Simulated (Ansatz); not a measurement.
Reaction (atomization): `[F][AlH][CH2][SiH3]` → Al• + C• + F• + 6 H• + Si•

Gas-phase electronic energies from Ansatz, PBE0-D4/def2-TZVP geometries. CCSD(T)/CBS is the MP2 limit (def2-TZVPP, def2-QZVPP) plus CCSD(T) − MP2 in def2-TZVPP, frozen cores. This one scheme is used for every species, atoms too. Functionals use def2-TZVPP. B3LYP here is the variant with VWN-RPA as its local correlation; programs differ in this. HSE06 is defined as in plane-wave codes. Open shells (•) are unrestricted, without spin–orbit coupling. Spin–orbit coupling would lower the free atoms: a little for Al, C, F, Si. Each species was taken in one conformer, which may not be the lowest.

`[F][AlH][CH2][SiH3]`:

```xyz
10

F     0.246   -2.857   -0.368
Al    0.921   -1.498    0.284
C     0.522    0.203   -0.547
Si   -0.998    1.057    0.125
H     1.842   -1.701    1.547
H     1.377    0.873   -0.401
H     0.384    0.058   -1.624
H    -0.872    1.244    1.598
H    -2.208    0.227   -0.124
H    -1.213    2.395   -0.490
```

```json
{"level": "r2SCAN0-D4", "ΔE (kJ/mol)": "3333.6", "difference from CCSD(T)/CBS": "-43.8"}
{"level": "HSE06-D4", "ΔE (kJ/mol)": "3326.8", "difference from CCSD(T)/CBS": "-50.6"}
{"level": "BHLYP-D4", "ΔE (kJ/mol)": "3300.5", "difference from CCSD(T)/CBS": "-76.9"}
{"level": "B2PLYP", "ΔE (kJ/mol)": "3326.3", "difference from CCSD(T)/CBS": "-51.1"}
{"level": "PBE-QIDH", "ΔE (kJ/mol)": "3330.9", "difference from CCSD(T)/CBS": "-46.5"}
{"level": "BLYP", "ΔE (kJ/mol)": "3288.2", "difference from CCSD(T)/CBS": "-89.2"}
{"level": "PBE0", "ΔE (kJ/mol)": "3310.3", "difference from CCSD(T)/CBS": "-67.1"}
{"level": "B3LYP", "ΔE (kJ/mol)": "3324.6", "difference from CCSD(T)/CBS": "-52.8"}
{"level": "r2SCANh", "ΔE (kJ/mol)": "3349.5", "difference from CCSD(T)/CBS": "-27.9"}
{"level": "CAM-B3LYP", "ΔE (kJ/mol)": "3360.9", "difference from CCSD(T)/CBS": "-16.5"}
{"level": "MP2/def2-SVP", "ΔE (kJ/mol)": "3203.4", "difference from CCSD(T)/CBS": "-174.0"}
{"level": "HF/def2-TZVPP", "ΔE (kJ/mol)": "2586.2", "difference from CCSD(T)/CBS": "-791.2"}
{"level": "SCS-MP2/def2-TZVPP", "ΔE (kJ/mol)": "3324.9", "difference from CCSD(T)/CBS": "-52.5"}
{"level": "CCSD(T)/def2-TZVPP", "ΔE (kJ/mol)": "3294.5", "difference from CCSD(T)/CBS": "-82.9"}
{"level": "HF/CBS(def2)", "ΔE (kJ/mol)": "2595.3", "difference from CCSD(T)/CBS": "-782.1"}
{"level": "CCSD/CBS(def2)", "ΔE (kJ/mol)": "3344.1", "difference from CCSD(T)/CBS": "-33.3"}
{"level": "CCSD(T)/CBS", "ΔE (kJ/mol)": "3377.4", "difference from CCSD(T)/CBS": "0"}
```

Largest T1 diagnostic among the species: 0.018.

From r2SCAN to r2SCAN0 (25 % exact exchange), in def2-TZVPP and without D4, ΔE moves by −36.1 kJ/mol: exact exchange takes away binding that semilocal exchange gives to molecules. At CCSD(T), def2-SVP lies −194.9 kJ/mol from the extrapolated value and def2-TZVPP −82.9 kJ/mol: correlation converges slowly with the basis, and small sets miss more of it in the bonded molecule than in its fragments. Leaving LDA and LC-ωPBE aside and taking each functional with its dispersion term where it has one, the values, not all of them listed here, spread over 98.1 kJ/mol, from revPBE-D4 to B97M-V. LDA lies +392.2 kJ/mol from PBE without D4, its usual overbinding.

For atomizations the MP2-based limit and the directly extrapolated one differ by several kJ/mol either way, and by 10 to 25 for some Ge, Se and Sn compounds, so smaller differences from it don't rank the levels.
